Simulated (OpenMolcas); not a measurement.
**neutral tin: thermal populations, worked from levels**

```
Program             : OpenMolcas 26.06
Basis               : ANO-RCC-VDZP [6s5p3d1f]
Scalar Hamiltonian  : DKH2, point nucleus
Active space        : 4 electrons in 4 orbitals (5s 5p)
State averaging     : 2S+1 = 3 even, 6 roots (3 in the spin-orbit step); 2S+1 = 1 even, 6 roots kept (CI in the orbitals of an earlier block); 2S+1 = 5 odd, 1 root; 2S+1 = 3 odd, 5 roots kept (CI in the orbitals of an earlier block)
Spin-orbit coupling : RASSI with atomic mean-field integrals over the reference wave functions, term energies averaged over their components
```

Methods: CASSCF; SS-CASPT2, IPEA 0.25 Eh, imaginary shift 0.1 Eh (closed shells correlated: 4d). Measured levels: NIST Handbook of Basic Atomic Spectroscopic Data.

**Thermal populations.** Z = Σ (2J + 1) exp(-E/kT) with k = 0.695035 cm-1/K, over the levels below. No other level of either list lies under 34600 cm-1, which is above 7 kT at each temperature.

```json
{"Level": "5s2 5p2 3P0", "2J + 1": "1", "SS-CASPT2": "0.0", "measured": "0.0"}
{"Level": "5s2 5p2 3P1", "2J + 1": "3", "SS-CASPT2": "1511", "measured": "1692"}
{"Level": "5s2 5p2 3P2", "2J + 1": "5", "SS-CASPT2": "3230", "measured": "3428"}
{"Level": "5s2 5p2 1D2", "2J + 1": "5", "SS-CASPT2": "9660", "measured": "8613"}
{"Level": "5s2 5p2 1S0", "2J + 1": "1", "SS-CASPT2": "19380", "measured": "17162"}
```

```tsv
T (K)	Z, SS-CASPT2	Z, measured levels	Ground level (%), SS-CASPT2	Ground level (%), measured levels
2000	2.506	2.323	39.9	43.0
3000	3.564	3.379	28.1	29.6
5000	5.230	5.135	19.1	19.5
```

At 5000 K, kT = 3475 cm-1, and the computed levels give Z = 1.000 + 1.942 + 1.974 + 0.310 + 0.004 = 5.230.

CASPT2 does not keep the components of a term degenerate, so their means are used; among the terms shown or strongly mixed into the levels shown the widest spread is 66 cm-1 (5s2 5p2 1D, SS-CASPT2). Some high roots are left out of the spin-orbit mixing, which shifts the levels that they would mix with. Terms from blocks run as CI alone lack orbitals of their own. Measured partners are found by configuration, term and J. A level has none where our copy of the source lacks it or the pairing is in doubt (some pairs that miss far off the trend of their configuration count as doubtful), and it then counts in no deviation. Only configurations of the active space appear.
